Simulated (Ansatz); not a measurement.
Coupled-cluster diagnostics for the cluster Mg4H6 (the lowest singlet isomer of a short search), Ansatz.

Geometry of the singlet (r2SCAN-D4/def2-SVP):

```tsv
atom	x (Å)	y (Å)	z (Å)
Mg1	-0.865	1.066	0.452
Mg2	1.909	2.170	0.740
Mg3	1.399	0.105	-1.070
Mg4	-0.671	-1.783	-0.090
H5	-0.968	-3.373	0.471
H6	0.045	2.365	1.393
H7	0.540	-0.265	0.696
H8	0.057	1.443	-1.121
H9	-1.986	-0.331	0.123
H10	0.540	-1.399	-1.594
```

Correlated methods freeze 4 core orbitals; core or outer-core shells of Mg are correlated, in sets that lack core-valence functions. The structure comes from a short search, and lower isomers may exist.

(1) Estimate the CCSD(T) correlation energy, the shares of MP2 and (T), T1 and the reference's ⟨S²⟩ for: charge 0, singlet, own geometry in def2-TZVP; and the rough time on 4 threads of Arm Neoverse V1 on a shared host.

Answers

(1) 
```tsv
state	basis	correlation (eV)	MP2 share (%)	(T) share (%)	T1	⟨S²⟩ (pure)	wall time	remarks
charge 0, singlet, own geometry	def2-TZVP	-25.329	91.0	1.4	0.010	0.00 (0.00)	88 s	restricted SCF unstable
```
Customary marks for T1 are 0.02 (closed shells), 0.045 (open shells) and about 0.05 (3d metals). T1 stays under 0.02 throughout.
